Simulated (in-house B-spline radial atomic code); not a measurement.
Results of a calculation; reference values are marked as such.
# Making a Troullier-Martins s channel for Zr, r_c = 1.4 bohr

Zr, [Kr] 4d2 5s2, non-relativistic PBE, spherical and spin-unpolarised, from a B-spline radial code for spherical atoms (atomic units). The all-electron 4s level is ε = -1.919207 hartree, its outermost node lies just inside 0.57 bohr and its outer maximum at 1.11 bohr.

Inside r_c the pseudo-orbital is u(r) = r^1 exp(p(r)), with p = c0 + c2 r² + c4 r⁴ + … + c12 r¹². The seven coefficients follow from p and its first four derivatives at r_c, from zero curvature of the screened potential at the origin, c4 = −c2²/(2l + 5), and from the norm inside r_c. At r_c the all-electron orbital has P = 0.8957726, P' = -0.7922489, the screened potential V = -2.479028, V' = 4.097335, V'' = -8.756364, and the norm inside is Q = 0.6817955.

Problem. What are p, p' and p'' at r_c?

Solution. p = ln(P/r_c^1) = ln(0.8957726/1.4) = -0.44654. p' = P'/P − 1/r_c = -0.88443 − 0.71429 = -1.59872. The radial equation gives p'' = 2(V − ε) − 2(1) p'/r_c − p'² = -1.11964 − (-2.28388) − 2.55590 = -1.39166. Differentiating, p''' = 2V' + 2(1)p'/r_c² − 2(1)p''/r_c − 2p'p'' = 4.1017, and p'''' = 2V'' − 4(1)p'/r_c³ + 4(1)p''/r_c² − 2(1)p'''/r_c − 2p''² − 2p'p''' = -14.64.

For a trial c2 the five matching conditions are linear in c0, c6, c8, c10 and c12, and c2 is varied until the norm inside r_c equals Q. The root nearest zero gives:

```json
{"n": "0", "c_n": "-0.591548"}
{"n": "2", "c_n": "1.354228"}
{"n": "4", "c_n": "-0.3667868"}
{"n": "6", "c_n": "-0.9728771"}
{"n": "8", "c_n": "0.7858027"}
{"n": "10", "c_n": "-0.2372906"}
{"n": "12", "c_n": "0.0263173"}
```

Problem. Check c4 and p(r_c), and find the screened pseudopotential at the origin.

Solution. −c2²/5 = -0.366787, as listed. The terms c_n r_c^n are -0.59155, 2.65429, -1.40905, -7.32531, 11.59679, -6.86374, 1.49203, which sum to -0.44654. Inverting the radial equation, V_l(r) = ε + 1 p'/r + (p'' + p'²)/2, so V_l(0) = ε + (2l + 3) c2 = -1.919207 + 3 × (1.35423) = 2.1435 hartree, finite where the all-electron potential diverges.

Orbitals and screened potentials:

| r (bohr) | P | u | V all-electron | V pseudo |
| --- | --- | --- | --- | --- |
| 0.14 | 0.3012 | 0.07956 | -171.3 | 2.134 |
| 0.35 | -0.553 | 0.227 | -39.78 | 1.805 |
| 0.56 | -0.01558 | 0.4467 | -16.51 | 0.2709 |
| 0.77 | 0.6748 | 0.7402 | -8.725 | -2.577 |
| 0.98 | 1.0 | 0.9841 | -5.368 | -4.553 |
| 1.19 | 1.025 | 1.023 | -3.573 | -3.818 |
| 1.4 | 0.8958 | 0.8958 | -2.479 | -2.479 |

Logarithmic derivatives P'/P at R = 1.7 bohr, for energies E around ε:

| E − ε (hartree) | all-electron | pseudo |
| --- | --- | --- |
| -0.5 | 0.109215 | 0.105104 |
| -0.25 | -0.456919 | -0.458604 |
| -0.1 | -0.912979 | -0.913371 |
| 0 | -1.29252 | -1.29254 |
| 0.1 | -1.75905 | -1.75971 |
| 0.25 | -2.71081 | -2.71732 |
| 0.5 | -5.82804 | -5.90613 |

Problem. With P(R) = 0.6417347 and a norm of 0.8610577 inside R, what slope in energy does norm conservation fix?

Solution. d(P'/P)/dE = −2 × (norm inside R)/P(R)² = -4.1817 per hartree·bohr at E = ε, for both atoms, since orbital and norm agree at R. Differences over ±0.1 hartree give -4.2304 (all-electron) and -4.2317 (pseudo), which also hold third-order terms. Half a hartree below ε the two curves differ by -0.0041.
